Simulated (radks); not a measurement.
Spherical quantum dot in the effective-mass picture: electrons in a hard-walled sphere of radius 3.03, with a point charge +2 (a donor) at the centre, all in effective atomic units (hartree* = m*/eps^2 hartree, bohr* = eps/m* bohr), one dielectric constant everywhere. Method: non-relativistic Kohn-Sham, PBE, spin-polarised, spherical densities; computed with a radial shooting solver with Libxc functionals. Levels are named by radial order and angular momentum (1s, 1p, 1d, 2s, ...), and open shells are averaged over m. Results are scaled to m* = 0.203 and eps = 15.5, for which hartree* = 22.99 meV and bohr* = 4.041 nm.

N = 5, configuration 1s2 1p(up 3, down 0). This is the lowest configuration that the search found. Occupied and some empty levels:

level    occupation  eigenvalue (meV)  <r> (nm)
1s up             1            24.199     4.138
1s down           1            25.887     3.845
1p up             3            46.525     7.209
1p down           0            50.692     7.165
2s up             0            53.259     6.468
2s down           0            56.322     6.700
1d up             0            62.971     7.967
1d down           0            67.326     7.980
1f up             0            82.321     8.434
1f down           0            86.611     8.460

Energy (meV): total 28.9009, kinetic 135.84, external -230.93, Hartree 176.38, exchange-correlation -52.397.
